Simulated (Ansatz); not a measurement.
# An input for Si2H5O2 (SMILES O[Si](O)[SiH3])

Si2H5O2: 9 atoms, total charge 0, spin state doublet. SMILES: `O[Si](O)[SiH3]`. Geometry: relaxed at PBE0-D4/def2-TZVP. This is one conformer, not always the lowest.

```xyz
9

O    -1.1221    1.6224   -0.2674
Si    0.0241    0.5322   -0.7658
O     1.4732    1.2738   -0.5258
Si    0.0643   -1.4565    0.5121
H    -2.0203    1.4743   -0.5691
H     1.5062    2.2223   -0.6710
H    -1.2686   -2.1033    0.3626
H     1.0956   -2.3650   -0.0549
H     0.3361   -1.2465    1.9622
```

Settings wanted:

```json
{"basis set": "3-21G", "core potential": "none", "integral approximation": "none", "task": "gradient", "method": "HF", "dispersion": "none", "reference": "UHF", "relativity": "none", "accuracy": "high", "d and f functions": "spherical"}
```

Task: Write the Ansatz 0.2.0 input and the command.

Result: One that was run (others would do as well):

run.yaml:
```yaml
crystal:
  periodic: [false, false, false]
  atoms:
    - {symbol: O, position_ang: [-1.122100, 1.622400, -0.267400]}
    - {symbol: Si, position_ang: [0.024100, 0.532200, -0.765800]}
    - {symbol: O, position_ang: [1.473200, 1.273800, -0.525800]}
    - {symbol: Si, position_ang: [0.064300, -1.456500, 0.512100]}
    - {symbol: H, position_ang: [-2.020300, 1.474300, -0.569100]}
    - {symbol: H, position_ang: [1.506200, 2.222300, -0.671000]}
    - {symbol: H, position_ang: [-1.268600, -2.103300, 0.362600]}
    - {symbol: H, position_ang: [1.095600, -2.365000, -0.054900]}
    - {symbol: H, position_ang: [0.336100, -1.246500, 1.962200]}
basis:
  gaussian:
    orbitals: 3-21G.json
magnetization:
  spin_polarized: true
  initial_magnetization: 1
hamiltonian:
  xc: hf
accuracy: high
output: {forces: true, orbitals: {seedname: orbitals}}
```

```bash
$ ansatz run run.yaml --threads 1 --pin off --max-ram 2610MiB --events-out events.jsonl --progress --plain --runs-dir runs
```

(Basis files named in the input come from the Basis Set Exchange and aren't shown.)

Calculated total energy: -726.61904 Eh, largest force 1.480 eV/Å.
